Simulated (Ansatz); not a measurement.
Mulliken charges of CH$_{3}$Cl$_{2}$GaSe (`C[Se][Ga]([Cl])[Cl]`) from PBE/def2-TZVPP in Ansatz (PBE0-D4/def2-TZVP geometry).

| atom | x (Å) | y (Å) | z (Å) | charge (e) |
| --- | --- | --- | --- | --- |
| C1 | -0.551 | -0.885 | 1.083 | -0.358 |
| Se2 | 0.703 | 0.623 | 1.130 | -0.072 |
| Ga3 | 0.721 | 1.097 | -1.111 | 0.451 |
| Cl4 | -0.451 | -0.048 | -2.481 | -0.232 |
| Cl5 | 1.892 | 2.680 | -1.915 | -0.221 |
| H6 | -0.154 | -1.689 | 0.469 | 0.146 |
| H7 | -0.643 | -1.217 | 2.115 | 0.140 |
| H8 | -1.518 | -0.561 | 0.710 | 0.146 |

**Question.** By hand: the dipole of these point charges (1 e Å = 4.8032 D).

**Answer.** Σ q r = (-0.176, -0.313, 0.497) e Å, of length 0.613 e Å = 2.94 D.

**Question.** How does the dipole of the full density compare? (Estimate.)

**Answer.** The calculation gave: (-0.199, -0.319, 0.392) e Å, 2.61 D; the point charges give 1.13 times that, at 8° from its direction.

Point charges leave out the atoms' own dipoles, such as those of lone pairs, and Mulliken's split depends on the basis, so the close match here is no proof of good charges.
